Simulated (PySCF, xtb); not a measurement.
Cl3FHNW, SMILES [NH]=[W]([F])([Cl])([Cl])[Cl], multiplicity 1.

GFN2-xTB in xtb at its own geometry gives an orbital gap of 2.64 eV and a dipole moment of 0.91 D.

Coordinates come from a PBE0-D3(BJ)/def2-SVP optimisation. The multiplicity is an assumed one; no other spin state was optimised. The structure was generated by enumeration; whether it is a known compound was not checked. The def2 effective core potentials stand for the cores of W; spin–orbit coupling is left out.

Task: What does PBE/def2-TZVP in PySCF give? (Estimate from the structure and the level; the computed values follow.)

Result: gap 3.14 eV (levels -7.27 and -4.12 eV), dipole 3.83 D.
